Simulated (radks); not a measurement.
All-electron atom: Ir IV in [Xe] 4f14 5d6. All-electron calculation, Dirac Kohn-Sham, exchange-only PBE, spin-unpolarised, spherical densities, finite nucleus; open shells fill j = l - 1/2 first; Fermi nuclear charge, rms radius 5.4032 fm. Program: a radial shooting solver on a logarithmic mesh with Libxc functionals.

Normalised radial functions P(r) = r R(r) (large component), r in bohr:

| r | 5p1/2 | 4f5/2 | 5p3/2 |
|---|---|---|---|
| 0.000652 | 0.0052 | 0.0000 | 0.0006 |
| 0.0008836 | 0.0071 | 0.0000 | 0.0010 |
| 0.001198 | 0.0097 | 0.0000 | 0.0018 |
| 0.00161 | 0.0134 | 0.0000 | 0.0031 |
| 0.002182 | 0.0188 | 0.0000 | 0.0054 |
| 0.002957 | 0.0269 | 0.0000 | 0.0094 |
| 0.004008 | 0.0388 | 0.0000 | 0.0162 |
| 0.005432 | 0.0563 | 0.0000 | 0.0275 |
| 0.007303 | 0.0809 | 0.0000 | 0.0450 |
| 0.009897 | 0.1162 | 0.0001 | 0.0728 |
| 0.01341 | 0.1627 | 0.0004 | 0.1130 |
| 0.01818 | 0.2177 | 0.0011 | 0.1662 |
| 0.02464 | 0.2697 | 0.0031 | 0.2257 |
| 0.03339 | 0.2930 | 0.0087 | 0.2713 |
| 0.04489 | 0.2495 | 0.0226 | 0.2664 |
| 0.06084 | 0.0994 | 0.0571 | 0.1649 |
| 0.08245 | -0.1480 | 0.1339 | -0.0504 |
| 0.1117 | -0.3755 | 0.2854 | -0.2999 |
| 0.1514 | -0.3688 | 0.5405 | -0.3844 |
| 0.2036 | -0.0164 | 0.8766 | -0.1353 |
| 0.276 | 0.4749 | 1.2188 | 0.3457 |
| 0.374 | 0.5691 | 1.3982 | 0.5773 |
| 0.5069 | 0.0085 | 1.3010 | 0.1873 |
| 0.6869 | -0.7794 | 0.9760 | -0.5696 |
| 0.9236 | -1.1398 | 0.5928 | -1.0545 |
| 1.252 | -0.9188 | 0.2753 | -0.9789 |
| 1.696 | -0.4601 | 0.0939 | -0.5618 |
| 2.299 | -0.1408 | 0.0217 | -0.2014 |
| 3.116 | -0.0239 | 0.0030 | -0.0416 |
| 4.189 | -0.0020 | 0.0002 | -0.0045 |
| 5.677 | -0.0001 | 0.0000 | -0.0002 |
| 7.694 | 0.0000 | 0.0000 | 0.0000 |

5p1/2: eigenvalue -94.353 eV, 3 radial nodes at r = 0.0694, 0.206, 0.509 bohr, <r> = 1.06 bohr, 90 % of the charge inside 1.54 bohr. 4f5/2: eigenvalue -93.689 eV, 0 radial nodes, <r> = 0.531 bohr, 90 % of the charge inside 0.862 bohr. 5p3/2: eigenvalue -80.618 eV, 3 radial nodes at r = 0.0776, 0.223, 0.549 bohr, <r> = 1.16 bohr, 90 % of the charge inside 1.68 bohr.
